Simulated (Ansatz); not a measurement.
A nudged elastic band was laid between two geometries of ClHSSn (4 atoms, charge 0, multiplicity 1).

Method: RKS r2SCAN-D4/def2-SVP in Ansatz.

```yaml
movable_images: 5
climbing_image: yes
spring: 5.0 eV/Å²
optimiser: quadratic models (default)
start_path: IDPP
force_threshold: 0.05 eV/Å
iteration_limit: 60
end_points: relaxed
```

Initial state:

```xyz
4
Properties=species:S:1:pos:R:3
S 0.196 1.504 -0.410
Sn -1.421 -0.349 -0.343
Cl 0.105 -1.952 0.610
H 1.176 0.737 0.123
```

Final state:

```xyz
4
Properties=species:S:1:pos:R:3
S 0.846 0.965 -0.047
Sn -1.060 -0.579 -0.163
Cl 0.142 -2.431 0.765
H 0.128 1.985 -0.576
```

Q: Which bonds break or form, and what moves?

A: No bond is made or broken. The dihedral H4–S1–Sn2–Cl3 goes from 0 to 180°.

Q: What energy profile does the band end with?

A: The run converged. The highest image is number 3 of 0 to 6, 0.41 eV above the first end and 0.37 eV above the last; the last end lies 0.04 eV above the first. A vibrational analysis at the climbing image gives one clearly imaginary mode, 372i cm⁻¹: a first-order saddle point.

| image | path coordinate (Å) | energy (eV) | dihedral H4–S1–Sn2–Cl3 (°) |
| --- | --- | --- | --- |
| 0 | 0.00 | 0.00 | 0 |
| 1 | 0.45 | 0.09 | -27 |
| 2 | 0.91 | 0.29 | -59 |
| 3 | 1.36 | 0.41 | -91 |
| 4 | 1.80 | 0.31 | -121 |
| 5 | 2.23 | 0.12 | -150 |
| 6 | 2.67 | 0.04 | 180 |

Q: What is the geometry of the highest image?

A: 
```xyz
4
Properties=species:S:1:pos:R:3
S 0.686 1.051 -0.843
Sn -1.304 -0.144 0.071
Cl -0.382 -2.349 0.335
H 1.056 1.381 0.417
```

Q: What are the harmonic wavenumbers there?

A: 372i, 116, 317, 347, 521, 2676 cm⁻¹.

Time of the run: 60 s on 1 thread of Intel(R) Xeon(R) 6975P-C (Granite Rapids), with other jobs on the host, peak memory 0.15 GiB.
